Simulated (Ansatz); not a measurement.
CH$_{4}$SeSi, SMILES `C1[SiH2][Se]1`, relaxed with RKS PBE0-D4/def2-TZVP in Ansatz 0.2.0 from a PBE-D4/def2-SVP geometry. The force threshold is 0.005 eV/Å; the program also tests the step.

Charge 0, multiplicity 1.

Start:

```xyz
7

C     0.610    0.423   -0.590
Si   -0.520   -0.326    0.691
Se   -0.680   -0.876   -1.490
H     0.458    1.468   -0.914
H     1.663    0.096   -0.655
H     0.049   -1.322    1.655
H    -1.580    0.538    1.304
```

Task: How much energy does the relaxation release, and in how many steps? (Estimate.)

Result: Ansatz gave: 3.55 kJ/mol, in 4 steps.

Task: Which bonds change most? (Best estimate.)

Result: Computed: Si2–Se3 from 2.255 to 2.225 Å; C1–Si2 from 1.865 to 1.839 Å; C1–Se3 from 2.040 to 2.020 Å; C1–H4 from 1.104 to 1.085 Å.

Task: Give the relaxed structure. (Best estimate.)

Result: Ansatz gave: 
```xyz
7

C     0.607    0.424   -0.576
Si   -0.509   -0.317    0.684
Se   -0.669   -0.863   -1.467
H     0.450    1.445   -0.906
H     1.637    0.091   -0.651
H     0.047   -1.308    1.631
H    -1.563    0.529    1.284
```
